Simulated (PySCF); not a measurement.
Si(F)(Cl)2(Et), SMILES CC[Si](F)(Cl)Cl (C₂H₅Cl₂FSi) at its PBE0/def2-SVP optimised geometry (Å):

```
11

C     -0.7228    -1.8864    -1.5441
C     -1.1502    -0.4215    -1.4767
Si    -0.5057     0.4896     0.0000
F      1.1101     0.4896     0.0000
Cl    -1.1101     2.4465     0.0000
Cl    -1.0942    -0.3977     1.7522
H     -1.0723    -2.4465    -0.6635
H      0.3726    -1.9840    -1.5864
H     -1.1358    -2.3774    -2.4380
H     -2.2495    -0.3253    -1.4629
H     -0.8089     0.1376    -2.3657
```

Calculation: PySCF with PBE0/def2-TZVP. Cells within 0.4 Å of a nucleus heavier than hydrogen are left out (blank, or x).

Map of the HOMO amplitude (bohr^(-3/2)) on the plane z = 0.0 Å; orbital energy -9.11 eV, overall sign arbitrary:

```
|5555555555555555555555555555555|
|5555555555555555555555555555555|
|5555555555666655555555555555555|
|5555555556677665555555555555555|
|5555555556788766555555555555555|
|5555555556799876555555555555555|
|55555444456xx876555555555555555|
|5555444443xxx555555555555555555|
|55554444320x2345555555555555555|
|5555444432000234455555555555555|
|5554444433212234455555555555555|
|5555444444333344445665555555555|
|5555444445554444434776555555555|
|5555444555664xx432xx96555555555|
|5554445556786xx541xx76555555555|
|5554444556788766432355555555555|
|5554444556788876544445555555555|
|5554444455677776554445555555555|
|5554444445566665554445555555555|
|5554444444455555544445555555555|
|5554444444444444444445555555555|
|5555444444443444444444555555555|
|5555444444433344444444555555555|
|5555544444433344444444555555555|
|5555554444443444444445555555555|
|5555554444444444444445555555555|
|5555555444444444444455555555555|
|5555555544444444444555555555555|
|5555555554444444445555555555555|
|5555555555555555555555555555555|
|5555555555555555555555555555555|
```
Scale: ten equal steps from -0.081 (start of '0') to 0.078 (end of '9'), in the order '0123456789'; x runs from -4.50 to 4.50, y from -4.50 (bottom) to 4.50 (top).
